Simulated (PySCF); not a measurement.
Molecule: trichloro(ethyl)silane, C$_{2}$H$_{5}$Cl$_{3}$Si, charge 0, multiplicity 1. 
Structure (B3LYP-D3(BJ)/def2-TZVP (Ansatz) minimum search):
```
C
H 1 1.0939
H 1 1.0939 2 106.54
C 1 1.5327 2 110.98 3 -120.92
H 4 1.0906 1 111.28 2 -60.72
H 4 1.0906 5 107.82 1 122.31
H 4 1.0908 5 107.85 6 116.22
Si 1 1.8535 2 106.80 3 113.87
Cl 8 2.0504 1 110.46 2 -56.85
Cl 8 2.0521 1 110.69 2 -176.93
Cl 8 2.0521 1 110.69 2 63.24
```

Dispersion corrections to the total energy (kcal/mol) from the dftd3 and dftd4 libraries through PySCF: D3(BJ) without and D4 with the three-body term, each with the damping fitted for the functional named.

| functional | D3(BJ) | D4 |
|---|---|---|
| B2PLYP | -7.82 | ___ |
| B2GP-PLYP | -7.38 | -3.84 |
| HF | -57.31 | -27.53 |
| TPSS | -11.22 | -11.84 |
| BHLYP | ___ | -11.66 |
| CAM-B3LYP | ___ | -7.81 |
| revPBE | -20.26 | -23.39 |

Some entries are withheld; supply them.


- B2PLYP, D4: -6.19
- BHLYP, D3(BJ): -12.95
- CAM-B3LYP, D3(BJ): -7.73
